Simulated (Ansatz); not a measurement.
Species: InCl, net charge 0, triplet state. This is an excited triplet: at this geometry the singlet lies 3.24 eV lower at CCSD(T)/CBS(def2-TZVPPD,def2-QZVPPD). 
Coordinates optimised at B3LYP-D3(BJ)/def2-TZVP (Ansatz, a quantum-chemistry and plane-wave program):
```xyz
2

In     0.0000     0.0000    -0.6188
Cl     0.0000     0.0000     1.7837
```
Charge 0, spin multiplicity 3.

Total electronic energies in hartree. Valence correlation only, unless marked. Open shells are spin-unrestricted. Spin-orbit coupling is left out. Frozen are the shells of the preceding noble gas and the d and f shells that filled before the atom's block. Past Kr the def2 sets carry scalar-relativistic core potentials. Basis-set limits of correlation are two-point, X^-3; Hartree-Fock from the larger set. The bracket is a focal-point correction in the basis named.

```csv
level,program,energy (Eh)
HSE06-D3(BJ)/def2-TZVPD,Ansatz + dftd3,-650.14747
HSE06/def2-TZVPD,Ansatz,-650.14618
CAM-B3LYP-D3(BJ)/def2-TZVPD,Ansatz + dftd3,___
LC-wPBE/def2-TZVPD,Ansatz,-650.20187
B2GP-PLYP-D3(BJ)/def2-TZVPD,Ansatz + dftd3,___
"RI-MP2/CBS(def2-TZVPP,def2-QZVPP)+[CCSD(T)-MP2]/def2-TZVPP",Ansatz,-649.0143
"RI-MP2/CBS(def2-TZVPPD,def2-QZVPPD)+[CCSD(T)-MP2]/def2-TZVPPD",Ansatz,-649.0139
"CCSD(T)/CBS(def2-TZVPP,def2-QZVPP)",Ansatz,-649.0154
"CCSD(T)/CBS(def2-TZVPPD,def2-QZVPPD)",Ansatz,-649.0145
```

### Question
Some entries are withheld; supply them.

### Answer

- CAM-B3LYP-D3(BJ)/def2-TZVPD, energy (Eh): -650.29515
- B2GP-PLYP-D3(BJ)/def2-TZVPD, energy (Eh): -649.77628
